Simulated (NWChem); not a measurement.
Everything below was run with NWChem. System: H4BClS, charge 0, spin multiplicity 1, at a geometry optimised with PBE0/def2-SVP. The structure started from a generated list of species. Level: EOM-CCSD/6-31+G* (spherical d), 11 core orbitals frozen.

Input file:

```
start mol
memory heap 100 mb stack 700 mb global 1900 mb
geometry units angstroms nocenter noautoz
  B     -0.957629    -0.157926     0.000000
  H     -1.577814    -0.001796    -1.030927
  H     -1.577814    -0.001796     1.030927
  Cl     0.202034    -1.565463     0.000000
  S      0.151358     1.553851     0.000000
  H      1.043733     1.272235     0.978623
  H      1.043733     1.272235    -0.978623
  symmetry group Cs
end
basis spherical
  * library 6-31+g*
end
scf
  rhf
  nopen 0
  maxiter 100
  thresh 1e-7
  semidirect memsize 60000000 filesize 0
end
tce
  freeze core 11
  ccsd
  nroots 2
  2eorb
  2emet 13
  thresh 1e-5
  maxiter 200
  tilesize 24
end
task tce energy
```

NWChem printed:

```
             Northwest Computational Chemistry Package (NWChem) 7.3.0
             --------------------------------------------------------

                                NWChem Input Module
                                -------------------

 Scaling coordinates for geometry "geometry" by  1.889725989
 (inverse scale =  0.529177249)

 Turning off AUTOSYM since
 SYMMETRY directive was detected!

                             Geometry "geometry" -> ""
                             -------------------------

 Output coordinates in angstroms (scale by  1.889725989 to convert to a.u.)

  No.       Tag          Charge          X              Y              Z
 ---- ---------------- ---------- -------------- -------------- --------------
    1 B                    5.0000    -0.95762900    -0.15792600     0.00000000
    2 H                    1.0000    -1.57781400    -0.00179600    -1.03092700
    3 H                    1.0000    -1.57781400    -0.00179600     1.03092700
    4 Cl                  17.0000     0.20203400    -1.56546300     0.00000000
    5 S                   16.0000     0.15135800     1.55385100     0.00000000
    6 H                    1.0000     1.04373300     1.27223500     0.97862300
    7 H                    1.0000     1.04373300     1.27223500    -0.97862300

 Effective nuclear repulsion energy (a.u.)     131.0040468188

            Nuclear Dipole moment (a.u.)
            ----------------------------
        X                 Y               Z
 ---------------- ---------------- ----------------
    -0.0000018897    -0.0000132281     0.0000000000

      Symmetry information
      --------------------

 Group name             Cs
 Group number              2
 Group order               2
 No. of unique centers     5

      Symmetry unique atoms

     1    2    4    5    6


 Summary of "ao basis" -> "" (spherical)
 ------------------------------------------------------------------------------
       Tag                 Description            Shells   Functions and Types
 ---------------- ------------------------------  ------  ---------------------
 *                          6-31+g*                   on all atoms
[...]
 Iteration  13 using   26 trial vectors
   0.0008241274011   0.2487079011820    6.76769
   0.0629491864107   0.2733266641465    7.43760     0.8     0.8

 Iteration  14 using   28 trial vectors
   0.0006476188661   0.2487085581519    6.76771
   0.0572181059865   0.2668785926275    7.26214     0.8     0.8

 Iteration  15 using   30 trial vectors
   0.0004173855603   0.2487092214467    6.76773
   0.0377805273972   0.2641117838339    7.18685     0.8     0.8

 Iteration  16 using   32 trial vectors
   0.0002159093968   0.2487073901411    6.76768
   0.0211844314804   0.2628231986671    7.15179     0.9     0.9

 Iteration  17 using   34 trial vectors
   0.0001256233761   0.2487068508255    6.76766
   0.0121698896789   0.2623079305047    7.13776     0.9     0.9

 Iteration  18 using   36 trial vectors
   0.0000721828886   0.2487066976038    6.76766
   0.0071056913097   0.2621897504313    7.13455     0.9     0.9

 Iteration  19 using   38 trial vectors
   0.0000378329805   0.2487068575183    6.76766
   0.0040588945529   0.2621335521118    7.13302     0.9     0.9

 Iteration  20 using   40 trial vectors
   0.0000160503538   0.2487069932578    6.76766
   0.0018957363081   0.2621103507954    7.13239     0.9     0.9

 Iteration  21 using   42 trial vectors
   0.0000071391257   0.2487070101075    6.76766
   0.0009403020951   0.2621088820268    7.13235     0.9     0.9

 Iteration  22 using   43 trial vectors
   0.0000045715870   0.2487069975978    6.76766
   0.0005473028586   0.2621105627963    7.13239     0.6     0.6

 Iteration  23 using   44 trial vectors
   0.0000034239652   0.2487069955513    6.76766
   0.0002987189955   0.2621090369944    7.13235     0.6     0.6

 Iteration  24 using   45 trial vectors
   0.0000031924150   0.2487069981844    6.76766
   0.0001641966734   0.2621072487367    7.13230     0.6     0.6

 Iteration  25 using   46 trial vectors
   0.0000031475540   0.2487069966662    6.76766
   0.0000988449189   0.2621079003771    7.13232     0.6     0.6

 Iteration  26 using   47 trial vectors
   0.0000031476660   0.2487069968307    6.76766
   0.0000620633092   0.2621073804575    7.13231     0.5     0.5

 Iteration  27 using   48 trial vectors
   0.0000031477856   0.2487069968315    6.76766
   0.0000364137184   0.2621072375051    7.13230     0.5     0.5

 Iteration  28 using   49 trial vectors
   0.0000031494692   0.2487069971160    6.76766
   0.0000187698795   0.2621072958597    7.13231     0.5     0.5

 Iteration  29 using   50 trial vectors
   0.0000031557933   0.2487069968274    6.76766
   0.0000094398594   0.2621072698902    7.13230     0.5     0.5
 --------------------------------------------------------------
 Iterations converged
 ------------------

 Excited state root  1
 Excitation energy / hartree =        0.248706996827372
                   / eV      =        6.767664603511076
 largest EOMCCSD amplitudes: R1 and R2

 Singles contributions
    22a'  (alpha) ---    21a"  (alpha)       -0.8298794677
    23a'  (alpha) ---    21a"  (alpha)        0.2161171795
    25a'  (alpha) ---    21a"  (alpha)       -0.1301635114
    26a'  (alpha) ---    21a"  (alpha)        0.1806619745
    27a'  (alpha) ---    21a"  (alpha)        0.1172665236
    30a'  (alpha) ---    21a"  (alpha)       -0.1475818541

 Doubles contributions
 ------------------

 Excited state root  2
 Excitation energy / hartree =        0.262107269890152
                   / eV      =        7.132304741670533
 largest EOMCCSD amplitudes: R1 and R2

 Singles contributions
    24a"  (alpha) ---    20a'  (alpha)       -0.1583500840
    28a"  (alpha) ---    18a'  (alpha)        0.3056607196
    28a"  (alpha) ---    19a'  (alpha)        0.1397741266
    28a"  (alpha) ---    20a'  (alpha)        0.8266508631
    29a"  (alpha) ---    20a'  (alpha)       -0.1062970686

 Doubles contributions

 Task  times  cpu:       64.9s     wall:       64.9s

 Total times  cpu:       65.0s     wall:       65.0s
```
